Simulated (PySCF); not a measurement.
InF at PBE0

Level: PBE0. basis In cc-pVTZ-PP with ECP28, F cc-pVTZ; scalar-relativistic core potentials; PySCF 2.14.

For InF, the state is ³Π (triplet), unpaired electrons σ ↑, π ↑, a second solution, started from another occupation, the bond length is 1.973 Å and the harmonic wavenumber is 538 cm⁻¹. The force constant is 2.78 mdyn/Å, the rotational constant Be is 0.2657 cm⁻¹ and the anharmonicity ωexe is 4.17 cm⁻¹. The vibration–rotation constant αe is 0.00222 cm⁻¹. The energy of the minimum from ground-state In + F is -1.67 eV and the bond order (Mayer) is 0.99. The dipole moment (positive dipole means In(−)F(+)) is -2.65 D.

These are scalar-relativistic numbers at best; spin–orbit coupling would shift them, the dissociation energy most. Counting both spins, an empty level lies below a filled one in this solution, because spin and occupation are held.
